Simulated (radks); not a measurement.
Excited configurations of I3+: one electron is placed in a higher orbital outside [Kr] 4d10 5s2 5p1. The ground configuration is [Kr] 4d10 5s2 5p2. All-electron calculation, scalar-relativistic Kohn-Sham, BLYP, spin-polarised, spherical densities, finite nucleus; open shells are filled with parallel spins first (spin-orbit coupling, left out, can overturn this in heavy ions); Fermi nuclear charge, rms radius 4.75 fm. Program: a radial shooting solver on a logarithmic mesh with Libxc functionals. Excitation = E - E(ground); binding = E(ion) - E, where the ion is the core of charge +4; n* = 4/sqrt(2 binding) in atomic units, and the quantum defect is n - n*.

outer orbital	excitation (eV)	binding (eV)	n*	quantum defect	eigenvalue (eV)	<r> (bohr)
6s	17.610	22.380	3.119	2.881	-19.786	3.785
6p	21.432	18.558	3.425	2.575	-16.373	4.327
6f	31.741	8.250	5.137	0.863	-7.140	8.528
7s	26.902	13.089	4.078	2.922	-11.678	6.457
7d	31.198	8.792	4.976	2.024	-7.771	8.859

The Delta-SCF ionisation energy is 39.991 eV (NIST Atomic Spectra Database: 40.36 eV, measured). Self-interaction in the functional shifts the binding energies and quantum defects, so they are the method's values and not measured ones. Open shells are spherical and high-spin; term and fine-structure splittings are not resolved. Spin-orbit splitting is averaged out at the scalar-relativistic level.
